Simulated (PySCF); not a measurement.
Input file for PySCF: R-HF/3-21G on LiS-, 2S+1 = 1, a spin state set in the input, which need not be the lowest, a point of a bond scan (R = 2.050 Å). Charge -1.

```python
from pyscf import gto, scf, dft, mp
from pyscf.data.elements import chemcore

mol = gto.M(
    atom='''
    Li    0.00000000    0.00000000    0.00000000
    S     0.00000000    0.00000000    2.05031900
    ''',
    basis='3-21g',
    charge=-1, spin=0, verbose=3, max_memory=1800)
mf = scf.RHF(mol)
mf.conv_tol = 1e-8
mf.max_cycle = 100
mf.kernel()
if not mf.converged:
    mf = mf.newton().run(mf.mo_coeff, mf.mo_occ)
```

Task: Predict the final total energy.

Result: -402.9949 hartree.
